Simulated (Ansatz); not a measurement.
Z-matrix (Å, degrees):
```
C
O 1 1.405
H 1 1.093 2 108.2
H 1 1.099 2 112.3 3 -119.0
H 1 1.098 2 112.2 3 118.9
Ge 2 1.783 1 118.2 3 174.3
C 6 1.941 2 110.9 1 64.8
H 6 1.546 2 107.3 1 -56.4
H 6 1.534 2 104.8 1 -176.5
C 7 1.335 6 122.5 2 112.2
H 7 1.089 6 119.0 2 -68.1
Si 10 1.851 7 123.8 6 179.0
H 10 1.092 7 118.6 6 -0.2
O 12 1.635 10 113.6 7 120.2
O 12 1.638 10 110.4 7 -122.7
O 12 1.635 10 105.5 7 0.2
H 14 0.958 12 116.0 10 106.4
C 15 1.410 12 124.3 10 58.1
H 16 0.958 12 117.0 10 158.3
H 18 1.091 15 108.3 12 -172.8
H 18 1.096 15 111.6 12 -53.3
H 18 1.095 15 111.1 12 67.9
```

The species carries charge 0 and has multiplicity 1.

Q: List the PBE0/def2-TZVPP orbital energies in eV (Ansatz 0.2.0). (Estimate.)

A: Ansatz gave: Occupied: -10860.06, -1803.47, -1358.27, -1208.09, -1208.08, -1208.08, -522.71, -522.68, -522.67, -522.23, -279.48, -279.10, -278.56, -278.28, -171.05, -145.59, -120.87, -120.83, -120.81, -100.29, -100.29, -100.24, -33.84, -33.69, -33.68, -33.62, -33.61, -28.87, -28.12, -27.92, -27.60, -21.56, -19.37, -18.76, -16.69, -15.69, -15.07, -14.60, -14.03, -12.96, -12.77, -12.52, -12.39, -12.16, -11.86, -11.09, -10.91, -10.47, -10.00, -9.76, -9.51, -9.18, -8.74, -8.57, -8.18, -8.03, -7.41. Lowest empty: -0.98, 0.71, 1.11, 1.35, 1.48, 1.88, 1.92, 2.05.
